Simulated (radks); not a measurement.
Results of a calculation; reference values are marked as such.
Question: Ho58+, 9 electrons, occupied as [He] 2s2 2p5. Level of theory: scalar-relativistic Kohn-Sham, LB94 model potential, spin-polarised, spherical densities, finite nucleus; open shells are filled with parallel spins first (spin-orbit coupling, left out, can overturn this in heavy ions); Fermi nuclear charge, rms radius 5.2022 fm (a radial shooting solver on a logarithmic mesh with Libxc functionals). Some entries of the table are withheld. Estimate them.

orbital  occ.  eigenvalue (hartree)  <r^2> (bohr^2)
1s down     1             -2234.274       0.0005846
1s up       1             -2234.184       0.0005849
2s up       1             -515.9235             (1)
2s down     1             -515.1773             (2)
2p up       3             -479.3998        0.007004
2p down     2             -478.6444        0.007010
3s up       0             -217.5558         0.04708
3s down     0             -217.3180         0.04715
3p up       0             -206.8245         0.04482
3p down     0             -206.5907         0.04489

Answer: 
(1) 2s up <r^2> (bohr^2): 0.008749
(2) 2s down <r^2> (bohr^2): 0.008757
